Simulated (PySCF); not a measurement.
W(O)2(OH) (HO₃W), SMILES [O]=[W](=[O])[OH] (connectivity only; charge and spin as stated), neutral, multiplicity 2. The structure is a stationary point at PBE-D3(BJ)/def2-SVP. The multiplicity is an assumed one; other spin states were not compared. The isomer is the one that the SMILES or the coordinates give; other isomers of the formula were not compared. The def2 effective core potentials stand for the cores of W; spin–orbit coupling is left out. The values are those of a single conformer.

The numbers are results of PBE-D3(BJ)/def2-SVP (PySCF), not measurements.

Harmonic wavenumbers (cm⁻¹): 124, 201, 279, 342, 542, 717, 955, 990, 3766. Rotational constants (GHz): 7.224, 5.362, 3.295; symmetry number 1.

**Question.** Work out the zero-point energy and the ideal-gas rigid-rotor harmonic-oscillator thermochemistry at 298.15 K and 1 atm.

**Answer.** ZPE = ½ Σ hcν = ½ × 7917 cm⁻¹ = 47.35 kJ/mol. H − E(el) = 63.70 kJ/mol. Entropy in J/(mol K): translation 176.72, rotation 106.00, vibration 37.47, spin 5.76, total 325.96. G − E(el) = -33.49 kJ/mol. Cp = 74.43 J/(mol K). Modes under 150 cm⁻¹ make the vibrational entropy uncertain.
